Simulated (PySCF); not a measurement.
SMILES [SeH]/C=C\C#C (C4H4Se), singlet (B3LYP/def2-SVP optimised geometry):

```
9

C      1.721    -0.986     0.000
C      0.505    -0.970     0.000
C     -0.916    -0.970     0.000
C     -1.708     0.127     0.000
Se    -1.200     1.949     0.000
H      2.795    -1.005     0.000
H     -1.409    -1.949     0.000
H     -2.795     0.004     0.000
H      0.251     1.675     0.001
```

Calculation: B3LYP/def2-TZVP in PySCF 2.14.0.

### Question
What are the frontier orbital energies and the dipole moment?

### Answer
HOMO-2 -7.90 eV, HOMO-1 -7.90 eV, HOMO -6.15 eV, LUMO -1.30 eV, LUMO+1 -0.23 eV; dipole moment 0.23 D.

On the same geometry PBE/def2-TZVP in PySCF 2.14.0 gives HOMO-2 -6.98 eV, HOMO-1 -6.92 eV, HOMO -5.37 eV, LUMO -1.97 eV, LUMO+1 -0.92 eV; dipole moment 0.18 D.

Meta-Löwdin charges at B3LYP/def2-TZVP: C1 -0.22, C2 -0.03, C3 -0.15, C4 -0.21, Se5 0.08, H6 0.17, H7 0.14, H8 0.14, H9 0.07.
